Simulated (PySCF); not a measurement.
Compound: C₃H₉GeNSi.
SMILES: `[GeH3][C@@H]([SiH3])CC#N`

All values: CAM-B3LYP/def2-SVPD (PySCF, non-relativistic), on one gas-phase PBE0-D3(BJ)/def2-SVP geometry that isn't relaxed in the solvent. The solvent is an IEF-PCM continuum (cavity from Bondi-type radii × 1.2), and excitations are vertical TDDFT with non-equilibrium linear response and a frozen core. Only the electrostatic response of the medium enters. Spin–orbit coupling is left out although an atom past zinc is present.

Gas-phase singlets (H = HOMO, L = LUMO):

```tsv
state	E (eV)	λ (nm)	f	leading configurations
S1	7.511	165	0.017	H→L 47%
S2	7.681	161	0.014	H→L 43%
S3	7.902	157	0.013	H-3→L+5 14%, H-1→L 8%
S4	7.945	156	0.000	H-1→L+5 13%, H-2→L+5 12%
S5	8.221	151	0.187	H→L+1 54%, H→L+3 16%
```

Problem. What are the lowest 5 singlets in acetonitrile (ε = 35.69)?

Solution. 
| state | E (eV) | λ (nm) | f | leading configurations | change by rank (eV) |
| --- | --- | --- | --- | --- | --- |
| S1 | 7.524 | 165 | 0.044 | H→L 52%, H→L+1 17% | +0.013 |
| S2 | 7.744 | 160 | 0.013 | H→L 29% | +0.063 |
| S3 | 7.936 | 156 | 0.069 | H→L+1 16%, H→L+3 10% | +0.034 |
| S4 | 8.006 | 155 | 0.020 | H→L+1 10% | +0.061 |
| S5 | 8.089 | 153 | 0.196 | H→L+1 35% | -0.132 |

Problem. How do the frontier levels move from gas to acetonitrile?

Solution. 
| orbital | gas (eV) | solvent (eV) | change (eV) |
| --- | --- | --- | --- |
| LUMO+2 | 1.33 | 1.59 | +0.26 |
| LUMO+1 | 0.96 | 1.17 | +0.21 |
| LUMO | 0.57 | 0.95 | +0.38 |
| HOMO | -10.04 | -9.68 | +0.36 |
| HOMO-1 | -10.71 | -10.40 | +0.31 |
| HOMO-2 | -10.89 | -10.76 | +0.13 |
| HOMO-3 | -10.99 | -10.84 | +0.15 |

The HOMO–LUMO gap goes from 10.61 to 10.63 eV. Rows go by rank; for HOMO-3, HOMO-2, HOMO-1 and LUMO+2 the atom shares or the degeneracy differ between the runs, so the row needn't follow one orbital.

The values belong to the conformer `[N:1]#[C:2][CH2:3][C@H:4]([SiH3:5])[GeH3:6]`: C2–C3–C4–Si5 -173°.
